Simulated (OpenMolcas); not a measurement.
**Pd4+: moving or changing the point charges**

Pd4+ among 2 point charges of -3 e arranged as a linear pair (D∞h), 2.13 Å from the ion.

```yaml
Program: OpenMolcas 26.06
Method: CASSCF
Basis: ANO-RCC-VDZP [6s5p3d1f]
Scalar_Hamiltonian: DKH2, point nucleus
Active_space: 6 electrons in 5 orbitals (4d)
State_averaging: 2S+1 = 5 even, 5 roots; 2S+1 = 3 even, 45 roots; 2S+1 = 1 even, 50 roots
Spin-orbit_coupling: state interaction with AMFI integrals over the reference wave functions
```

Runs around this geometry, states (labels by Λ). Energies in cm-1 above the lowest state or level, χT in cm3 K/mol.

```tsv
R (Å)	q (e)	Ground state	First state of that spin	First gap with spin-orbit (degeneracies)	χT at 300 K	First state of another spin
2.13	-1.5	5Δ	5Π 6901	901.6 (2, 2)	4.971	3Φ 21679
1.96	-3	5Δ	5Π 17347	987.0 (2, 2)	4.903	3Σ 15911
2.13	-3	5Δ	5Π 13869	970.2 (2, 2)	4.917	3Σ 19393
2.33	-3	5Δ	5Π 10836	949.8 (2, 2)	4.934	3Φ 21097
```

Taking the first state of the same spin as R^-n, n = -ln(10836 / 17347) / ln(2.33 / 1.96) = 2.7 between the shortest and longest distance.

Scaling the charges by -1.5 / -3 = 0.50 scales the first state of the same spin by 6901 / 13869 = 0.50; with fixed orbitals a first-order splitting would follow the charge.

Without dynamic correlation the repulsion within the d shell is too large (B by tens of per cent), so at a given field states of lower spin stand too high. Point charges give a weaker field than real ligands, and real ions of this kind are as a rule low spin; the high spin found here belongs to the model. Point charges carry no covalency, so the field is a model and not that of real ligands. No measured value stands beside these numbers.
